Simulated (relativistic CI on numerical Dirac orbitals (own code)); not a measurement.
Charge states of hafnium

Computed by Dirac-Coulomb-Breit CI, separate exchange-only KLI orbitals for each configuration, model QED (radiative potential, 1s self-energy scaled to tabulated hydrogen-like ionisation energies), valence Slater integrals scaled by 0.9 (own radial code, finite nucleus).

Each species is treated in one configuration, given outside its closed core. Radial values are for the open shell of highest l, unscaled and averaged over j; ζ includes the Breit term. Labels give the leading LS character, summed over repeated terms.

```tsv
Ion	Configuration	Its lowest level	LS weight (%)	⟨r⟩ (bohr)	⟨r²⟩ (bohr²)	Next level	E (cm⁻¹)	ζ (cm⁻¹)
Hf	4f¹⁴5d²6s²	³F2	96	2.591	8.507	³F3	1822.8	1002
Hf⁺	4f¹⁴5d6s²	²D3/2	100	2.238	6.036	²D5/2	3239.5	1291
Hf²⁺	4f¹⁴5d²	³F2	96	2.107	5.222	³F3	2196.8	1212
Hf³⁺	4f¹⁴5d	²D3/2	100	1.931	4.307	²D5/2	3930.1	1566
Hf⁴⁺	4f¹⁴	¹S0	100					
Hf⁵⁺	4f¹³	²F°7/2	100	0.6411	0.5142	²F°5/2	13372	3823
Hf⁶⁺	4d¹⁰4f¹³5s²5p⁵	³F4	81	0.6347	0.5007	¹F3	522.17	3816
Hf⁷⁺	4d¹⁰4f¹³5s²5p⁴	⁴G°11/2	81	0.6285	0.4881	J = 9/2 (mixed)	1286.3	3813
Hf⁸⁺	4d¹⁰4f¹³5s²5p³	J = 5 (mixed)	45	0.6225	0.4762	J = 2 (mixed)	4201.1	3814
Hf⁹⁺	4d¹⁰4f¹³5s²5p²	J = 7/2 (mixed)	30	0.6166	0.4648	J = 5/2 (mixed)	16231	3819
Hf¹⁰⁺	4d¹⁰4f¹²5s²5p²	J = 6 (mixed)	35	0.5988	0.4345	J = 4 (mixed)	7614.6	4012
Hf¹¹⁺	4d¹⁰4f¹²5s²5p	⁴G°11/2	68	0.5937	0.4255	J = 13/2 (mixed)	5022.3	4024
Hf¹²⁺	4d¹⁰4f¹²5s²	³H6	99	0.5886	0.4167	³F4	7863.4	4039
Hf¹³⁺	4d¹⁰4f¹¹5s²	⁴I°15/2	96	0.5736	0.3932	⁴I°13/2	11912	4246
Hf¹⁴⁺	4d¹⁰4f¹¹5s	⁵I°8	97	0.568	0.3841	⁵I°7	7732.7	4304
Hf¹⁵⁺	4d¹⁰4f¹¹	⁴I°15/2	96	0.5621	0.3746	⁴I°13/2	12256	4362
Hf¹⁶⁺	4d¹⁰4f¹⁰	⁵I8	89	0.5493	0.3561	⁵I7	11610	4579
Hf¹⁷⁺	4d¹⁰4f⁹	⁶H°15/2	86	0.5375	0.3394	⁶H°13/2	9703.1	4802
Hf¹⁸⁺	4d¹⁰4f⁸	⁷F6	88	0.5263	0.3242	⁷F5	6920.4	5031
Hf¹⁹⁺	4d¹⁰4f⁷	⁸S°7/2	90	0.5159	0.3104	J = 7/2 (mixed)	54900	5265
Hf²⁰⁺	4d¹⁰4f⁶	⁷F0	65	0.5061	0.2977	⁷F1	3888.6	5504
Hf²¹⁺	4d¹⁰4f⁵	⁶H°5/2	78	0.4968	0.286	⁶H°7/2	7145.6	5749
Hf²²⁺	4d¹⁰4f⁴	⁵I4	85	0.488	0.2752	⁵I5	10716	6000
Hf²³⁺	4d¹⁰4f³	⁴I°9/2	85	0.4796	0.2652	⁴I°11/2	15757	6257
```

With one configuration, terms of near-neutral atoms and ions can be 10 to 25 % off, and close levels can change places.

At low charge ζ of a weakly bound d or f electron comes out too small.
